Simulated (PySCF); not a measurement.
AlO (SMILES [O]=[Al]), doublet (typed; the unrestricted solution is spin-contaminated), at a GFN2-xTB geometry (such geometries of metal compounds can be far from the true shape), with bond 2-1 at 2.0 times its length; PySCF with PBE/3-21G.

The PySCF input:
```python
from pyscf import gto, scf, dft

mol = gto.M(
    atom='''
Al   -0.000000   -0.000000   -0.598151
O     0.000000    0.000000    2.542142
''',
    basis='3-21g',
    charge=0,
    spin=1,
    verbose=4,
)

mf = dft.UKS(mol)
mf.xc = 'pbe'
mf.conv_tol = 1e-11
mf.kernel()
mf.analyze()
```

It wrote (shortened):

```
PySCF version 2.14.0

[INPUT] verbose = 4
[INPUT] num. atoms = 2
[INPUT] num. electrons = 21
[INPUT] charge = 0
[INPUT] spin (= nelec alpha-beta = 2S) = 1
[INPUT] symmetry False subgroup None
[INPUT] Mole.unit = angstrom
[INPUT] Symbol           X                Y                Z      unit          X                Y                Z       unit  Magmom
[...]
nuclear repulsion = 17.5252531963355
number of shells = 12
number of NR pGTOs = 42
number of NR cGTOs = 22
basis = 3-21g
ecp = {}

******** <class 'pyscf.dft.uks.UKS'> ********
method = UKS
initial guess = minao
damping factor = 0
level_shift factor = 0
DIIS = <class 'pyscf.scf.diis.CDIIS'>
diis_start_cycle = 1
diis_space = 8
diis_damp = 0
SCF conv_tol = 1e-11
SCF conv_tol_grad = None
SCF max_cycles = 50
direct_scf = True
direct_scf_tol = 1e-13
number electrons alpha = 11  beta = 10
XC library pyscf.dft.libxc version 7.1.2
    S. Lehtola, C. Steigemann, M. J. T. Oliveira, and M. A. L. Marques,  SoftwareX 7, 1–5 (2018)
XC functionals = pbe
    J. P. Perdew, K. Burke, and M. Ernzerhof,  Phys. Rev. Lett. 77, 3865 (1996)
    J. P. Perdew, K. Burke, and M. Ernzerhof,  Phys. Rev. Lett. 78, 1396 (1997)
    J. P. Perdew, K. Burke, and M. Ernzerhof,  Phys. Rev. Lett. 77, 3865 (1996)
    J. P. Perdew, K. Burke, and M. Ernzerhof,  Phys. Rev. Lett. 78, 1396 (1997)
radial grids:
    Treutler-Ahlrichs [JCP 102, 346 (1995); DOI:10.1063/1.469408] (M4) radial grids

becke partition: Becke, JCP 88, 2547 (1988); DOI:10.1063/1.454033
pruning grids: <function nwchem_prune>
grids dens level: 3
symmetrized grids: False
atomic radii adjust function: <function treutler_atomic_radii_adjust>
small_rho_cutoff = 0
Set gradient conv threshold to 3.16228e-06
tot grids = 33264
init E= -315.159348047968

cycle= 1 E= -314.387597862701  delta_E= 0.772  |g|=  1.1  |ddm|= 0.938
cycle= 2 E= -299.70317189102  delta_E= 14.7  |g|= 1.21  |ddm|= 5.77
cycle= 3 E= -312.134373793649  delta_E= -12.4  |g|= 2.61  |ddm|= 5.79
cycle= 4 E= -313.186735053817  delta_E= -1.05  |g|= 2.09  |ddm|= 0.956
cycle= 5 E= -313.162498569901  delta_E= 0.0242  |g|= 2.11  |ddm|= 0.0182
cycle= 6 E= -313.276585212056  delta_E= -0.114  |g|= 2.04  |ddm|= 0.133
cycle= 7 E= -313.59653815572  delta_E= -0.32  |g|= 1.81  |ddm|= 0.223
cycle= 8 E= -313.590821921138  delta_E= 0.00572  |g|= 1.81  |ddm|= 0.00358
cycle= 9 E= -313.869105285588  delta_E= -0.278  |g|=  1.6  |ddm|= 0.187
cycle= 10 E= -315.014313961078  delta_E= -1.15  |g|= 0.948  |ddm|= 0.816

[...]
cycle= 26 E= -315.508121469664  delta_E= -1.75e-10  |g|= 4.16e-06  |ddm|= 5.25e-05
cycle= 27 E= -315.508121469662  delta_E= 1.71e-12  |g|= 5.86e-06  |ddm|= 1.51e-05
cycle= 28 E= -315.508121469687  delta_E= -2.49e-11  |g|= 3.09e-07  |ddm|= 7.39e-06
cycle= 29 E= -315.508121469687  delta_E= 1.71e-13  |g|= 4.23e-07  |ddm|= 1.98e-06
Extra cycle  E= -315.508121469656  delta_E= 3.12e-11  |g|= 6.74e-06  |ddm|= 8.59e-06
converged SCF energy = -315.508121469656  <S^2> = 1.0805167  2S+1 = 2.3069605
**** SCF Summaries ****
Total Energy =                        -315.508121469655975
Nuclear Repulsion Energy =              17.525253196335505
One-electron Energy =                 -473.473222946465171
Two-electron Energy =                  140.439848280473711
Two-electron Coulomb Energy =          167.193093287474682
DFT Exchange-Correlation Energy =      -26.753245007000960
**** MO energy ****
                             alpha | beta                alpha | beta
[...]
To work with the spin densities directly, `use mulliken_meta_spin()` only printing them here.

 ** Mulliken spin pop alpha/beta on meta-lowdin orthogonal AOs **
 ** Mulliken Spin Density (per AO)  **
spin_pop of  0 Al 1s       -0.00000
spin_pop of  0 Al 2s       -0.00000
spin_pop of  0 Al 3s        0.00221
spin_pop of  0 Al 4s       -0.00001
spin_pop of  0 Al 2px      -0.00003
spin_pop of  0 Al 2py       0.00000
spin_pop of  0 Al 2pz      -0.00001
spin_pop of  0 Al 3px      -0.33248
spin_pop of  0 Al 3py       0.00561
spin_pop of  0 Al 3pz      -0.23031
spin_pop of  0 Al 4px      -0.00159
spin_pop of  0 Al 4py       0.00056
spin_pop of  0 Al 4pz      -0.00045
spin_pop of  1 O 1s       -0.00002
spin_pop of  1 O 2s        0.00013
spin_pop of  1 O 3s       -0.00060
spin_pop of  1 O 2px       0.33444
spin_pop of  1 O 2py       0.99342
spin_pop of  1 O 2pz       0.22910
spin_pop of  1 O 3px      -0.00011
spin_pop of  1 O 3py       0.00018
spin_pop of  1 O 3pz      -0.00003
 ** Mulliken Spin Density (per atom)  **
spin density of  0 Al =     -0.55650
spin density of  1 O =      1.55650
 ** Mulliken pop alpha/beta on meta-lowdin orthogonal AOs **
 ** Mulliken pop       alpha | beta **
[...]
In total            11.00000 | 10.00000
 ** Mulliken atomic charges   ( Nelec_alpha | Nelec_beta ) **
charge of  0Al =      0.20947  (     6.11701      6.67352 )
charge of  1O =     -0.20947  (     4.88299      3.32648 )
Dipole moment(X, Y, Z, Debye): -0.00000,  0.00000, -3.06824
```
